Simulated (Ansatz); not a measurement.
Start from `[F][Ge]([F])([F])[SiH3]` and change one atom or group to get `[F][GeH]([F])[F]`.

Ansatz, PBE0-D4/def2-TZVP geometries, multiplicity 1. 

Scalar relativity is left out up to krypton.

| property | `[F][Ge]([F])([F])[SiH3]` |
| --- | --- |
| HOMO energy (PBE0/def2-TZVPP) / eV | -9.72 |
| HOMO–LUMO gap (B3LYP/def2-TZVPP) / eV | 8.46 |
| LUMO energy (ωB97M-V/def2-TZVPP) / eV | 1.11 |
| size of the dipole moment (B3LYP/def2-TZVPP) / D | 4.13 |
| size of the dipole moment (ωB97M-V/def2-TZVPP) / D | 4.14 |
| LUMO energy (B3LYP/def2-TZVPP) / eV | -1.05 |

What does the change do to each property? (Best estimate.)

The calculation gave: 
| property | `[F][GeH]([F])[F]` | shift |
| --- | --- | --- |
| HOMO energy (PBE0/def2-TZVPP) / eV | -11.35 | -1.63 |
| HOMO–LUMO gap (B3LYP/def2-TZVPP) / eV | 10.23 | 1.77 |
| LUMO energy (ωB97M-V/def2-TZVPP) / eV | 1.62 | 0.51 |
| size of the dipole moment (B3LYP/def2-TZVPP) / D | 2.45 | -1.68 |
| size of the dipole moment (ωB97M-V/def2-TZVPP) / D | 2.45 | -1.69 |
| LUMO energy (B3LYP/def2-TZVPP) / eV | -0.89 | 0.16 |

With PBE0 the HOMO falls by 1.63 eV and the LUMO rises by 0.28 eV, so the gap widens by about 1.91 eV. PBE moves the HOMO by -1.25 eV and ωB97M-V by -1.87 eV. The zero-point energy changes by -44.5 kJ/mol with -9 modes. Dipoles are sizes alone; their direction can turn.

B3LYP here is the variant with VWN-RPA as its local correlation; programs differ in this.
